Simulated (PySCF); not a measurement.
Structure from 2D NMR

Compound of formula C3H7ClO3Si. Correlations simulated from computed shifts and the bond graph:

HSQC (one-bond C–H):
| δH | δC |
| --- | --- |
| 4.22 | 73.0 |
| 3.71 | 59.8 |

HMBC (two and three bonds, from the bond graph):
| δH | δC |
| --- | --- |
| 5.60 | 176.9 |
| 4.22 | 176.9, 59.8 |
| 3.71 | 73.0 |

Carbons without hydrogens: δ 176.9.

PySCF 2.14.0 with density-fitted response routines calculation with shieldings: GIAO PBE0/pcSseg-1 and coordinates at the GFN2-xTB level; no solvent, non-relativistic, one computed conformer, one averaged value for each set of equivalent atoms.

Chemical shifts δ = σref − σ; TMS for 1H (31.72 ppm) and 13C (186.93 ppm), all at this level.

Exchangeable hydrogens are left out of these lists.

Question: Work out the connectivity.

Answer: `O=C(COC)O[SiH2]Cl`.

Atom-mapped SMILES (the numbers label the heavy atoms): `[CH3:1][O:2][CH2:3][C:4](=[O:5])[O:6][SiH2:7][Cl:8]`; H(Xn) means a hydrogen on atom n.

δC 176.9 is C4, a carbonyl carbon. δC 73.0 is C3, an sp3 CH2 bonded to O, α to a carbonyl (δH 4.22). δC 59.8 is C1, a methyl carbon bonded to O (δH 3.71). HMBC from δH 5.60 reaches the proton-free carbon C4. HMBC from δH 4.22 reaches the proton-free carbon C4.

The data come from this structure; uniqueness wasn't tested.

Shifts are as computed. Against solution values, carbons near 30 ppm lie about +3 ppm off and those near 130 ppm about +5 ppm. Of 1309 compounds with measured shifts, 239 miss one by over three times the rms of a fit or turn the order of signals round; such compounds aren't used in these exercises.
